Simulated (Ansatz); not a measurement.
A run on `[CH3][Ta]([CH3])([CH3])=[NH]` with other settings.

```yaml
crystal:
  periodic: [false, false, false]
  atoms:
    - {symbol: C, position_ang: [-1.750132, 0.957159, 0.285637]}
    - {symbol: Ta, position_ang: [0.079728, 0.115766, -0.221559]}
    - {symbol: C, position_ang: [1.527096, 0.486210, 1.221180]}
    - {symbol: C, position_ang: [-0.091921, -1.910868, -0.642181]}
    - {symbol: N, position_ang: [0.594041, 0.872864, -1.642364]}
    - {symbol: H, position_ang: [-2.467404, 0.826130, -0.471888]}
    - {symbol: H, position_ang: [-2.121498, 0.508666, 1.165840]}
    - {symbol: H, position_ang: [-1.669519, 1.991257, 0.459082]}
    - {symbol: H, position_ang: [1.660463, 1.515384, 1.390050]}
    - {symbol: H, position_ang: [2.463158, 0.094813, 0.944527]}
    - {symbol: H, position_ang: [1.246723, 0.040525, 2.135822]}
    - {symbol: H, position_ang: [-0.800708, -2.093231, -1.397437]}
    - {symbol: H, position_ang: [-0.397419, -2.433781, 0.222138]}
    - {symbol: H, position_ang: [0.818351, -2.325140, -0.966491]}
    - {symbol: H, position_ang: [0.888113, 1.305476, -2.454130]}
basis:
  gaussian: {orbitals: def2-TZVPD}
hamiltonian: {xc: {name: BLYP}, dispersion: d4}
output: {forces: true}
```

```sh
$ ansatz run in.yaml --threads 4 --pin off --events-out ev --progress --plain --max-ram 11315MiB
```

It prints (some lines left out):

```
Functional definition: BLYP
1577 factors; their error is unknown
mean field evaluation 1: about -6272.1820 eV, gradient 1.5e2 eV
mean field evaluation 2: about -6110.4916 eV, gradient 2.7e2 eV
mean field evaluation 4: about -6311.0957 eV, gradient 4.2e1 eV
mean field evaluation 8: about -6314.8501 eV, gradient 7.9e-1 eV
mean field evaluation 16: about -6314.8016 eV, gradient 2.0e-3 eV
mean field -6314.80162946 eV, -232.0646795564 hartree, gradient 1.7e-5 eV, S^2 0.000000; 0 other end points of the search recorded, 0 dependent functions left out
reference -6314.80209539 eV, -232.0646966788 hartree; 24, 24 occupied and 257, 257 virtual orbitals, 1577 factors
Total energy: -6315.39550577 eV, -232.0865041083 hartree
Atom 0 at    -1.750132     0.957159     0.285637 Å, force    -0.064539     0.068798    -0.040367 eV/Å
Atom 1 at     0.079728     0.115766    -0.221559 Å, force    -1.283175    -1.889958     3.546300 eV/Å
Atom 2 at     1.527096     0.486210     1.221180 Å, force     0.087287     0.053340     0.006447 eV/Å
Atom 3 at    -0.091921    -1.910868    -0.642181 Å, force     0.020194    -0.061796    -0.079463 eV/Å
Atom 4 at     0.594041     0.872864    -1.642364 Å, force     1.023816     1.507897    -2.829962 eV/Å
Atom 5 at    -2.467404     0.826130    -0.471888 Å, force    -1.272273    -0.194593    -1.294208 eV/Å
Atom 6 at    -2.121498     0.508666     1.165840 Å, force    -0.614953    -0.769802     1.491618 eV/Å
Atom 7 at    -1.669519     1.991257     0.459082 Å, force     0.093445     1.797311     0.297432 eV/Å
Atom 8 at     1.660463     1.515384     1.390050 Å, force     0.272048     1.777019     0.315838 eV/Å
Atom 9 at     2.463158     0.094813     0.944527 Å, force     1.643757    -0.652532    -0.447099 eV/Å
Atom 10 at     1.246723     0.040525     2.135822 Å, force    -0.489391    -0.760804     1.541803 eV/Å
Atom 11 at    -0.800708    -2.093231    -1.397437 Å, force    -1.211550    -0.358992    -1.315169 eV/Å
Atom 12 at    -0.397419    -2.433781     0.222138 Å, force    -0.517761    -0.870785     1.472876 eV/Å
Atom 13 at     0.818351    -2.325140    -0.966491 Å, force     1.556945    -0.757555    -0.578491 eV/Å
Atom 14 at     0.888113     1.305476    -2.454130 Å, force     0.756150     1.112452    -2.087555 eV/Å
Dipole moment:    -0.048937    -0.071929     0.135038 e Å
```

Hardware: 4 threads of an Arm Neoverse V1 on a shared host. Wall time 6 s, peak host memory 0.62 GiB.
